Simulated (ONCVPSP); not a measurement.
What one change does to a pseudopotential (Ti, ONCV)

```json
{
 "Element": "Ti",
 "Generator": "ONCVPSP 4.0.1",
 "Type": "optimised norm-conserving Vanderbilt (ONCV)",
 "Functional": "PBE",
 "Relativity": "scalar-relativistic",
 "Frozen core": "[Ne]",
 "Valence charge": "12",
 "Reference configuration": "3s2 3p6 3d2 4s1.5 (charge +0.5)",
 "Partial waves": "3s+4s: rc 1.35 bohr, ncon 3, nbas 6, qcut 7.6 1/bohr, 2 projectors; 3p: rc 1.30 bohr, ncon 4, nbas 9, qcut 13.4 1/bohr, 2 projectors, debl 1.5 Ha; 3d: rc 1.65 bohr, ncon 5, nbas 9, qcut 8.8 1/bohr, 1 projector",
 "Local potential": "polynomial inside 1.25 bohr (lpopt 5, dvloc0 0 Ha)",
 "Core correction": "Teter function, fcfact 2.25, rcfact 1.35"
}
```

In the p channel the program set the typed energies aside and used -1.555, 0.250 Ha.

Change: d: rc 2.08.

Cutoffs: the cutoffs (Ha) at which the residual kinetic energy of the hardest occupied pseudo-wave falls to 1 and 0.1 mHa per electron; they do not see the model core or the augmentation charge, which bear on the density cutoff. Errors are all-electron minus pseudo energies relative to the spin-unpolarised reference configuration.

Problem. How do hardness, ghosts and transferability respond?

Solution. The potential gets neither clearly harder nor softer (37 Ha and 49 Ha → 37 Ha and 49 Ha); the p channel sets the loose cutoff, while the largest relative change is in d, which becomes softer; of the 4 tests that both files solve, the error grows in 1 and shrinks in 0 by more than 15 % and 0.3 meV (median size 0.7 → 0.7 meV); neither file shows a bound ghost.

```csv
quantity,base,changed
"cutoff, loose",37 Ha,37 Ha
"cutoff, tight",49 Ha,49 Ha
loose cutoff by channel,"s 22 Ha, p 37 Ha, d 33 Ha","s 22 Ha, p 37 Ha, d 27 Ha"
bound ghosts,none,none
GHOST(+) flags under 300 eV,none,none
"error for 3s2 3p6 3d2 4s2, meV [ΔE -2.94 eV]",+0.2,+0.3
"error for 3s2 3p6 3d2 4s1, meV [ΔE 4.41 eV]",-0.2,-0.2
"error for 3s2 3p6 3d2 4s0, meV [ΔE 17.98 eV]",-1.2,-1.1
"error for 3s2 3p6 3d3 4s1, meV [ΔE -1.83 eV]",+1.6,+7.9
s: phases at 1.37 bohr within 0.05 rad from the reference energy up to (Ha; the scan ends near 5),to the end of the scan,to the end of the scan
p: phases at 1.32 bohr within 0.05 rad from the reference energy up to (Ha; the scan ends near 5),to the end of the scan,to the end of the scan
"rms error of d²Exc/dni dnj with the model core, mHa",0.88,0.76
```
